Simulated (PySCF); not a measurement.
TDDFT excited states: C3H7Br

Compound: i-propyl bromide, C3H7Br.
SMILES: `CC(C)Br`

Level of theory: TDDFT PBE0/def2-SVPD, vertical, gas phase, core orbitals frozen in the response (PySCF 2.14.0, density-fitted response routines). Geometry: PBE0-D3(BJ)/def2-SVP; no solvent, vibrations or thermal averaging. Relativistic effects, spin–orbit coupling among them, are left out although an element past zinc is present.

| state | E (eV) | E (kJ/mol) | λ (nm) | f | symmetry | main configurations (H = HOMO, L = LUMO) |
| --- | --- | --- | --- | --- | --- | --- |
| S1 | 6.11 | 589 | 203.0 | 0.0001 | – | H→L (98%) |
| S2 | 6.13 | 591 | 202.3 | 0.0007 | – | H-1→L (99%) |
| S3 | 7.36 | 710 | 168.6 | 0.053 | A′ | H→L+1 (95%) |
| S4 | 7.36 | 710 | 168.4 | 0.063 | A″ | H-1→L+1 (96%) |
| S5 | 8.13 | 784 | 152.6 | 0.056 | A′ | H→L+2 (87%) |
| S6 | 8.13 | 784 | 152.5 | 0.0050 | A″ | H-1→L+2 (94%) |
| S7 | 8.29 | 800 | 149.5 | 0.0002 | – | H→L+3 (94%) |
| S8 | 8.29 | 800 | 149.5 | 0.063 | A′ | H-1→L+3 (71%), H-2→L (24%) |
| S9 | 8.36 | 807 | 148.3 | 0.038 | A′ | H→L+4 (88%) |
| S10 | 8.37 | 807 | 148.2 | 0.024 | A″ | H-1→L+4 (93%) |

Triplets (Tamm–Dancoff): T1 5.46 eV, H→L (97%); T2 5.47 eV, H-1→L (96%); T3 6.96 eV, H-2→L (89%); T4 7.19 eV, H→L+1 (90%).

The lowest singlet lies at 6.11 eV (203 nm, ultraviolet) and is dark (f under 0.0005); its leading configuration is HOMO→LUMO (98%). The largest oscillator strength of a single state is 0.063. S3/S4, S5/S6, S7/S8 and S9/S10 lie within about 0.01 eV of each other in each set. Löwdin shares by element: HOMO (one of a set within 0.03 eV) bromine 83%, carbon 10% or more; LUMO bromine 57%, carbon 27% or more (atoms not listed hold the other 17%). The listed states span 2.26 eV, and the widest gap between neighbours is 1.23 eV (S2 to S3). Weighted by f, the mean energy of these states is 7.91 eV. The oscillator strengths of these states sum to 0.303; summed over the whole spectrum of an exact calculation they would give the number of electrons, 60 (Thomas–Reiche–Kuhn). The vertical ionisation energy (ΔSCF) is 10.20 eV, 1.83 eV above S10. Symmetry labels in Cs follow from the direction of the transition dipole and are given only for states with f of 0.002 or more. Only the lowest 10 singlets were computed, as vertical energies without vibronic structure.
